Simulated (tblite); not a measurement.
Species: C₃H₁₁ClGe₂O.
Bonds: Cl1–C2, C2–C3, C3–Ge4, Ge4–O5, O5–C6, C6–Ge7. Hydrogens: H8, H9 on C2; H10, H11 on C3; H12, H13 on Ge4; H14, H15 on C6; H16, H17, H18 on Ge7.

Computed with GFN2-xTB (tblite), gas phase: L-BFGS steps from a force-field or distance-geometry start until the largest atomic force falls under 0.01 eV/Å.

Step 2: E = -665.7698 eV
```
atom  x, y, z in Å  |  force x, y, z in eV/Å
Cl1    -2.5516   -0.2328    1.6967    0.307   0.078  -0.175
C2     -2.2588    1.1501    0.6154    0.094  -0.014  -0.139
C3     -1.9575    0.6894   -0.7948    0.092  -0.096   0.482
Ge4    -0.4773   -0.5699   -1.0712   -0.473  -0.020  -0.008
O5      0.3357   -1.1039    0.4037    0.255   0.043  -0.326
C6      1.6835   -1.4286    0.0617   -0.072   0.422  -0.170
Ge7     2.6193    0.1835   -0.6197    0.213   0.017   0.043
H8     -3.1886    1.6730    0.5530   -0.698   0.559   0.287
H9     -1.5040    1.8215    1.0343    0.081  -0.397   0.049
H10    -2.8484    0.1986   -1.1650   -0.215   0.019  -0.249
H11    -1.7504    1.5643   -1.3988   -0.120   0.187  -0.167
H12    -0.9942   -1.7837   -1.7937    0.074  -0.234  -0.033
H13     0.5569    0.1245   -1.9491   -0.413  -0.211  -0.013
H14     2.2136   -1.8024    0.9325   -0.216  -0.252   0.233
H15     1.6710   -2.1882   -0.7229    0.238  -0.294   0.127
H16     3.9973    0.2003   -0.0163    0.077   0.160  -0.165
H17     1.8144    1.3930   -0.1621    0.323  -0.186  -0.161
H18     2.6302    0.1176   -2.1449    0.454   0.221   0.386
```

Step 3: E = -665.8460 eV
```
atom  x, y, z in Å  |  force x, y, z in eV/Å
Cl1    -2.5370   -0.2267    1.6870    0.180  -0.089  -0.034
C2     -2.2740    1.1587    0.6201    0.182  -0.046  -0.289
C3     -1.9670    0.6964   -0.7879    0.225  -0.239   0.348
Ge4    -0.4914   -0.5865   -1.0805   -0.383   0.449   0.316
O5      0.3383   -1.0998    0.3938    0.290   0.025  -0.361
C6      1.6898   -1.4260    0.0580   -0.128   0.484  -0.137
Ge7     2.6385    0.1920   -0.6213   -0.182  -0.227   0.151
H8     -3.2050    1.6885    0.5636   -0.526   0.482   0.302
H9     -1.4987    1.8033    1.0360    0.042  -0.213   0.061
H10    -2.8467    0.2025   -1.1715   -0.363  -0.008  -0.233
H11    -1.7566    1.5627   -1.3999   -0.079   0.255  -0.174
H12    -0.9882   -1.7861   -1.7912   -0.073  -0.506  -0.184
H13     0.5393    0.1163   -1.9485   -0.344  -0.189  -0.066
H14     2.1999   -1.8098    0.9342   -0.130  -0.186   0.287
H15     1.6805   -2.1962   -0.7131    0.225  -0.270   0.011
H16     3.9944    0.2061   -0.0252    0.361   0.161  -0.030
H17     1.8272    1.3846   -0.1688    0.273  -0.086  -0.115
H18     2.6479    0.1264   -2.1262    0.430   0.202   0.146
```

**Question.** Estimate the geometry and energy of step 4. (The exact step hangs on the optimiser's Hessian estimate; all steps are aligned on step 3, rigid shifts and turns removed.)

**Answer.** E = -665.9243 eV, largest force 0.791 eV/Å
```
atom  x, y, z in Å  |  force x, y, z in eV/Å
Cl1    -2.5171   -0.2219    1.6758    0.023  -0.239   0.095
C2     -2.2923    1.1700    0.6215    0.159  -0.005  -0.262
C3     -1.9760    0.7015   -0.7778    0.067  -0.179  -0.041
Ge4    -0.5130   -0.5971   -1.0848   -0.231   0.599   0.462
O5      0.3451   -1.0940    0.3761    0.195   0.045  -0.284
C6      1.6966   -1.4171    0.0522   -0.067   0.177  -0.032
Ge7     2.6567    0.1973   -0.6203   -0.392  -0.421   0.263
H8     -3.2295    1.7130    0.5817   -0.141   0.266   0.287
H9     -1.4916    1.7792    1.0393   -0.042  -0.004   0.036
H10    -2.8503    0.2075   -1.1825   -0.348   0.031  -0.134
H11    -1.7652    1.5638   -1.4030   -0.048   0.174  -0.077
H12    -0.9833   -1.7990   -1.7922   -0.169  -0.595  -0.230
H13     0.5128    0.1034   -1.9492   -0.242  -0.126  -0.138
H14     2.1810   -1.8207    0.9402   -0.098  -0.009   0.200
H15     1.6956   -2.2095   -0.7014    0.207  -0.109  -0.038
H16     3.9988    0.2159   -0.0355    0.586   0.149   0.101
H17     1.8467    1.3739   -0.1785    0.162   0.080  -0.033
H18     2.6763    0.1402   -2.1029    0.380   0.165  -0.173
```

The energy changes by -0.0783 eV. The first-order estimate −F·Δx gives -0.1117 eV and the mean of the old and new forces, exact on a quadratic surface, -0.0781 eV. The step makes an angle of 53° with the force vector and moves no atom by more than 0.039 Å.

The cost below is that of the whole relaxation. The run took 2.5 s of wall time on an Arm Neoverse N1 with one thread, on a shared host.
